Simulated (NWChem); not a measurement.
# Correlation energy of Cd

```xyz
1

Cd     0.0000     0.0000     0.0000
```
Charge 0, spin multiplicity 1.

The numbers come from NWChem runs, not from measurements.

Basis set: def2-TZVP. Each correlation energy counts from its own Hartree-Fock reference.

Effective core potentials replace the inner electrons of Cd; spin-orbit coupling is left out. The correlated methods keep 4 core orbitals frozen. Coupled-cluster values serve here as a point of comparison, not as the truth.

| method | correlation energy (mHa) |
|---|---|
| MP2 | -330.6 |
| SCS-MP2 | … |
| CCSD | -319.8 |
| CCSD+T(CCSD) | -325.8 |
| CCSD(T) | … |
| CR-CCSD[T] | -324.7 |
| CR-CCSD(T) | -324.6 |

### Question
What belongs in the gaps?

### Answer

- SCS-MP2, correlation energy (mHa): -293.7
- CCSD(T), correlation energy (mHa): -325.6
